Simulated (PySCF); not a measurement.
**Deuteron quadrupole couplings in `C=C(C#C[SiH2]C)[S@@](C)=O`**

Species: C₆H₁₀OSSi.
Geometry (GFN2-xTB, Å), atoms numbered from 1 in this order:
```
atom  x, y, z in Å
C1     1.774    1.634   -1.614
C2     1.392    0.921   -0.564
C3     0.150    0.321   -0.333
C4    -0.891   -0.241   -0.071
Si5   -2.508   -1.057    0.301
C6    -3.874    0.245    0.114
S7     2.610    0.695    0.813
C8     2.771   -1.123    0.504
O9     3.849    1.305    0.334
H10    1.133    1.826   -2.458
H11    2.774    2.037   -1.633
H12   -2.445   -1.562    1.679
H13   -2.691   -2.159   -0.652
H14   -3.909    0.634   -0.900
H15   -3.710    1.085    0.783
H16   -4.850   -0.174    0.343
H17    3.139   -1.281   -0.504
H18    1.796   -1.576    0.640
H19    3.480   -1.518    1.224
```

Level: PBE0/pcSseg-1 (PySCF, non-relativistic); Q(2H) = 0.00286 b; rigid geometry, the same for H and D, with no vibrational averaging.

Task: Rank these positions by the coupling χzz of a deuteron there, largest first.
A. H14 (methyl hydrogen)
B. H12 (Si–H hydrogen)
C. H17 (methyl hydrogen)
D. H10 (vinylic hydrogen)

Result: D (225 kHz), A (217 kHz), C (213 kHz), B (106 kHz).

Task: What are Vzz, η and χzz (234.96 MHz × Q × Vzz) at all hydrogens?

Result: 
```csv
atom,bonded to,bond length (Å),Vzz (au),η,χzz (kHz)
H10,C1,1.077,0.3344,0.03,225
H11,C1,1.079,0.3216,0.03,216
H12,Si5,1.469,0.1571,0.01,106
H13,Si5,1.469,0.1572,0.01,106
H14,C6,1.087,0.3226,0.00,217
H15,C6,1.087,0.3224,0.00,217
H16,C6,1.087,0.3233,0.00,217
H17,C8,1.085,0.3165,0.03,213
H18,C8,1.084,0.3147,0.04,211
H19,C8,1.085,0.3169,0.04,213
```

Task: Average by the element that carries the hydrogen.

Result: on C: 216 kHz over 8 positions, mean bond length 1.084 Å; on Si: 106 kHz over 2 positions, mean bond length 1.469 Å.

Task: How does χzz go with the bond length over the 8 C–H bonds?

Result: A straight-line fit has a slope of -6.0 kHz for each 0.01 Å, with a correlation coefficient of -0.55, over lengths from 1.077 to 1.087 Å.

The structure is a single GFN2-xTB conformer in the gas phase; no vibrational or solvent corrections. GFN2-xTB bond lengths can be off by several hundredths of an ångström, more for odd bonds, and the gradients follow them. The basis is small and wasn't made for field gradients, so the couplings can be 20 % off.
